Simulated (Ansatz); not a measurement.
All numbers were calculated with Ansatz.

A structure relaxed at PBE0-D4/def2-TZVP, charge 0, multiplicity 2:

```tsv
atom	x (Å)	y (Å)	z (Å)
C1	-1.8515	-0.0157	0.3773
C2	-0.6501	-0.0203	0.2466
Sn3	1.4319	-0.0158	0.2824
F4	1.9118	1.4668	-0.8515
H5	-2.9147	-0.0107	0.4624
H6	2.0725	-1.4043	-0.5172
```

(1) Give its formula and SMILES.

(2) Summarise the bond lengths by kind.

Results:

(1) C2H2FSn, `C#[C][SnH][F]`.

(2) 1 × C–C 1.209 Å; 1 × C–H 1.067 Å; 1 × C–Sn 2.082 Å; 1 × F–Sn 1.927 Å; 1 × H–Sn 1.726 Å.
